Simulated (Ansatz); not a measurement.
In9Sb9 (started as a model of: (InSb)9 cage of four- and six-membered rings). Total charge 0; singlet. Geometry PBE-D4/def2-SVP, basis def2-SVP, Ansatz.

```tsv
run	HOMO (eV)	LUMO (eV)
A	-5.14	-4.32
B	-4.92	-4.26
C	-5.39	-4.17
D	-5.62	-3.88
```

In the def2 sets In, Sb take a core potential; there is no spin–orbit coupling. Single mean-field runs in def2-SVP are fitted with def2-universal-jkfit.

The runs used PBE, PBE0, r2SCAN, r2SCANh. Estimate which is which.

A r2SCAN (0 % exact exchange); B PBE (0 % exact exchange); C r2SCANh (10 % exact exchange); D PBE0 (25 % exact exchange). Exact exchange lowers occupied and raises empty levels; among semilocal functionals meta-GGAs tend to open the gap a little, and such runs are hard to tell apart. The gap grows from 0.66 eV (PBE) to 1.75 eV (PBE0).
